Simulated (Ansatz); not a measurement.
Compare A (`O[CH]1C[NH][AlH]1`) with its isomer B (`CC1[NH][AlH][O]1`).

Program: Ansatz. Geometries: PBE0-D4/def2-TZVP. ΔE: electronic, gas phase. CCSD(T)/CBS adds triple-zeta CCSD(T) − MP2 to the extrapolated MP2 energy (def2 sets, frozen cores). DFT in def2-TZVPP. B3LYP here is the variant with VWN-RPA as its local correlation; programs differ in this. Each species was taken in one conformer, which may not be the lowest.

Question: Which isomer does CCSD(T)/CBS put lower? Give the gap. (An estimate is asked.)

Answer: Ansatz gave: B, by 180.5 kJ/mol.

Question: Give E(B) − E(A) in kJ/mol with B3LYP-D4, r2SCAN-D4, HF/def2-TZVPP, PBE0-D4, BLYP-D4, MP2/def2-TZVPP, CCSD(T)/def2-TZVPP. (Best estimate.)

Answer: Ansatz gave: B3LYP-D4 -177.2, r2SCAN-D4 -183.2, HF/def2-TZVPP -192.3, PBE0-D4 -171.7, BLYP-D4 -172.7, MP2/def2-TZVPP -186.8, CCSD(T)/def2-TZVPP -180.8. None reverses the order clearly.

Question: Does the order hold for the free energy at 298.15 K (harmonic terms from PBE0-D4)? (An estimate is asked.)

Answer: The calculation gave: Yes: G(B) − G(A) = -177.5 kJ/mol, for one conformer each.

Largest T1 diagnostic: 0.013.

In def2-TZVPP, CCSD(T) changes the Hartree–Fock value by +11.5 kJ/mol (the triples alone add +1.2 kJ/mol) and MP2 by +5.5 kJ/mol. From BLYP to BHLYP (50 % exact exchange), in def2-TZVPP and without D4, E(B) − E(A) moves by −13.1 kJ/mol.
